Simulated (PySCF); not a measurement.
C6H17N3Si.
Numbering: `[CH3:1]/[N:2]=[CH:3]/[CH2:4][N:5]([CH3:6])[SiH2:7][N:8]([CH3:9])[CH3:10]` (hydrogens: H11, H12, H13 on C1; H14 on C3; H15, H16 on C4; H17, H18, H19 on C6; H20, H21 on Si7; H22, H23, H24 on C9; H25, H26, H27 on C10)

Method used: PBE0-D3(BJ)/def2-SVP geometry optimisation, gas phase in PySCF 2.14.0.

(1) List the bond lengths, angles and torsions at this level.

Results:

(1) 
```csv
bond,length (bohr),order
C1–N2,2.711,single
N2=C3,2.388,double
C3–C4,2.840,single
C4–N5,2.732,single
N5–C6,2.726,single
N5–Si7,3.278,single
Si7–N8,3.273,single
"N8–C9, N8–C10",2.721,single
"C1–H11, C1–H12, C1–H13",2.087,single
C3–H14,2.105,single
"C4–H15, C4–H16",2.089,single
"C6–H17, C6–H18, C6–H19",2.087,single
"Si7–H20, Si7–H21",2.834,single
C9–H22 and 5 like bonds,2.089,single
```

Bonds in one row agree within 0.02 bohr and their mean is given. Orders are formal, as drawn. A selection of angles:
```csv
angle,degrees
C1–N2–C3,118.8
N2–C3–C4,122.6
C3–C4–N5,112.8
C4–N5–C6,115.0
C4–N5–Si7,120.5
C6–N5–Si7,123.9
N5–Si7–N8,108.7
Si7–N8–C9,123.8
Si7–N8–C10,120.5
C9–N8–C10,114.7
```

Dihedral angles: C1–N2–C3–C4 180° (antiperiplanar); N2–C3–C4–N5 128° (anticlinal); C3–C4–N5–C6 -69° (synclinal); C4–N5–Si7–N8 50° (synclinal); N5–Si7–N8–C9 -139° (anticlinal). The mirror-image conformer, all signs reversed, is as good.

Of the pairs four or more bonds apart, H12···H14 is among the closest relative to their van der Waals radii: 2.23 Å, 93 % of the sum of Bondi's values. The C–N distances run from 1.264 Å (N2=C3, drawn double) to 1.446 Å (C4–N5, drawn single), a spread of 0.182 Å. N2 (imine nitrogen) is bent (angle 118.8°). N5 (silicon-bound nitrogen) is planar (angles 123.9°, 120.5° and 115.0°, sum 359.4°, 0.07 Å off the plane of its three neighbours). Si7 (SiH2 silicon) is distorted tetrahedral (angles from 103.6° to 116.5°). N8 (silicon-bound nitrogen) is almost planar (angles 123.8°, 120.5° and 114.7°, sum 359.0°, 0.09 Å off the plane of its three neighbours).

Point group: C1 (no symmetry element, even within 0.4 Å). No frequency check. One conformer, not necessarily the lowest.
